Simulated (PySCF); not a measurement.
## Spinor energies of Se²⁰⁺ (selenium, charge +20)

Start: [Ne] 3s2 3p2; 3p1/2 filled at m_j = -1/2, +1/2. Calculated with PySCF 2.14 in an even-tempered Gaussian basis (19 s from 2.3 bohr⁻², ratio 2.4; 13 p from 2.9 bohr⁻², ratio 2.4; 5 d from 12 bohr⁻², ratio 2.6; 4 f from 17 bohr⁻², ratio 2.6): generalised Hartree-Fock with the X2C-1e Hamiltonian and a Gaussian nucleus; one run each with spin-orbit coupling (SO) switched off, then screened by Boettger's factors.

| spinor shell | electrons | ε, spin-free (eV) | ε, screened SO (eV) | weight of nominal j (screened SO) | rms radius, screened SO (bohr) |
| --- | --- | --- | --- | --- | --- |
| 1s1/2 | 2 | -13574.9 | -13573.8 | 1.000 | 0.0508 |
| 2s1/2 | 2 | -2504.2 | -2503.6 | 1.000 | 0.209 |
| 2p1/2 | 2 | -2298.3 | -2330.4 | 0.998 | 0.183 |
| 2p3/2 | 4 | -2298.3 | -2282.0 | 0.999 | 0.187 |
| 3s1/2 | 2 | -895.92 | -895.61 | 1.000 | 0.524 |
| 3p1/2 | 2 | -841.24 | -842.76 | 0.939 | 0.513 |

```json
{"quantity": "E (hartree)", "spin-free": "-2193.85826", "screened SO": "-2194.23343"}
{"quantity": "M_J", "spin-free": "0", "screened SO": "0"}
{"quantity": "⟨J²⟩", "spin-free": "2.002", "screened SO": "0.240"}
{"quantity": "⟨L²⟩", "spin-free": "2.001", "screened SO": "1.488"}
{"quantity": "⟨S²⟩", "spin-free": "2.000", "screened SO": "1.486"}
```

Each row is a mean over spinors that exchange with the open shell spreads, by up to 9.998 eV (3s1/2).

⟨J²⟩ departs a little from M_J(M_J + 1) because the unrestricted spinors polarise the closed shells.

Without spin-orbit coupling the j labels of p, d and f shells carry no meaning; the spin-free column gives the mean over the occupied spinors of each nl shell.
